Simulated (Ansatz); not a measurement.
One change: `CC(C)CF` becomes `CC(C)[O][AlH2]`.

Ansatz, PBE0-D4/def2-TZVP geometries, multiplicity 1. Each molecule was computed in one conformer, which needn't be the lowest.

```json
{"property": "HOMO–LUMO gap (PBE0/def2-TZVPP) / eV", "`CC(C)CF`": "10.16"}
{"property": "LUMO energy (B3LYP/def2-TZVPP) / eV", "`CC(C)CF`": "0.76"}
{"property": "LUMO energy (PBE/def2-TZVPP) / eV", "`CC(C)CF`": "0.30"}
{"property": "HOMO–LUMO gap (PBE/def2-TZVPP) / eV", "`CC(C)CF`": "7.78"}
{"property": "LUMO energy (ωB97M-V/def2-TZVPP) / eV", "`CC(C)CF`": "2.53"}
{"property": "HOMO–LUMO gap (ωB97M-V/def2-TZVPP) / eV", "`CC(C)CF`": "13.96"}
```

**Question.** Give the same properties after the change, and the shifts. (An estimate is asked.)

**Answer.** Ansatz gave: 
```json
{"property": "HOMO–LUMO gap (PBE0/def2-TZVPP) / eV", "`CC(C)[O][AlH2]`": "6.93", "shift": "-3.23"}
{"property": "LUMO energy (B3LYP/def2-TZVPP) / eV", "`CC(C)[O][AlH2]`": "-1.11", "shift": "-1.87"}
{"property": "LUMO energy (PBE/def2-TZVPP) / eV", "`CC(C)[O][AlH2]`": "-1.66", "shift": "-1.96"}
{"property": "HOMO–LUMO gap (PBE/def2-TZVPP) / eV", "`CC(C)[O][AlH2]`": "4.76", "shift": "-3.02"}
{"property": "LUMO energy (ωB97M-V/def2-TZVPP) / eV", "`CC(C)[O][AlH2]`": "0.67", "shift": "-1.86"}
{"property": "HOMO–LUMO gap (ωB97M-V/def2-TZVPP) / eV", "`CC(C)[O][AlH2]`": "10.79", "shift": "-3.17"}
```

With PBE0 the HOMO rises by 1.23 eV and the LUMO falls by 2.00 eV, so the gap narrows by about 3.23 eV. PBE moves the HOMO by 1.06 eV and ωB97M-V by 1.30 eV.

B3LYP here is the variant with VWN-RPA as its local correlation; programs differ in this.
